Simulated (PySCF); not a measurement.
**Computed properties of C2H8GeOSi, SMILES C[Si@H]1O[CH2][GeH2]1**

C2H8GeOSi, SMILES C[Si@H]1O[CH2][GeH2]1. Coordinates come from a r2SCAN-D4/def2-SVP optimisation. The structure was generated by enumeration; whether it is a known compound was not checked. One conformer was computed; it need not be the lowest. All values are computed for the isolated molecule unless a solvent is named; none is compared with measurement here.

**Structure.** All 33 harmonic modes at r2SCAN-D4/def2-SVP (PySCF) are real, so it is a minimum. With heavy atoms numbered as in [CH3:1][Si@H:2]1[O:3][CH2:4][GeH2:5]1, the shortest bond between them is O3–C4 at 1.440 Å and the longest Si2–Ge5 at 2.377 Å.

**Vibrations.** The strongest infrared lines (harmonic, unscaled, degenerate partners summed) lie at 2188 cm⁻¹ (181 km/mol, H 97 %), 913 cm⁻¹ (162 km/mol, H 77 %, Si 11 %, C 11 %), 827 cm⁻¹ (152 km/mol, H 46 %, Si 26 %, O 18 %, C 9 %). The softest mode is at 71 cm⁻¹ and the zero-point energy is 57.9 kcal/mol.

**Electronic structure.** r2SCAN/def2-TZVP (PySCF) places the frontier levels at -6.45 and -0.47 eV, a gap of 5.98 eV, and gives a dipole moment of 1.05 D and a mean polarisability of 86.0 bohr³. PBE/def2-TZVP (PySCF) at the same geometry gives -6.22 and -0.79 eV, so its gap is 0.55 eV narrower. An orbital gap is neither the optical nor the fundamental gap.

**Excitations.** TDA-M06-2X/def2-SVPD (PySCF) has S1 at 6.17 eV (201 nm, f = 0.090, bright); the most intense of the 10 singlets computed lies at 6.56 eV (f = 0.19). T1 (TDA) is at 5.26 eV, 0.91 eV under S1. TDA-PBE/def2-SVPD (PySCF) puts S1 at 5.51 eV. No vertical singlet excitation falls in the visible range (under 3.1 eV).

**NMR.** GIAO shifts at PBE0/pcSseg-1 (PySCF) (non-relativistic, atoms alike by connectivity averaged): ¹³C from 6.3 to 70.2 ppm against TMS; ¹H from 1.0 to 6.3 ppm against TMS; ²⁹Si at 47.9 ppm against TMS.
